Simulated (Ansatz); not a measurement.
Problem. Name a neutral molecule of B, C, F, O, Si and H with LUMO energy (PBE0/def2-TZVPP) between 0.05 and 0.35 eV and HOMO–LUMO gap (ωB97M-V/def2-TZVPP) between 12.45 and 12.75 eV (Ansatz, PBE0-D4/def2-TZVP geometry).

Solution. `OCB(F)O[SiH3]` (0.24 eV, 12.55 eV); `FBOC[SiH3]` (0.27 eV, 12.70 eV). Other molecules can fit too; these were computed, each in one conformer that needn't be the lowest.
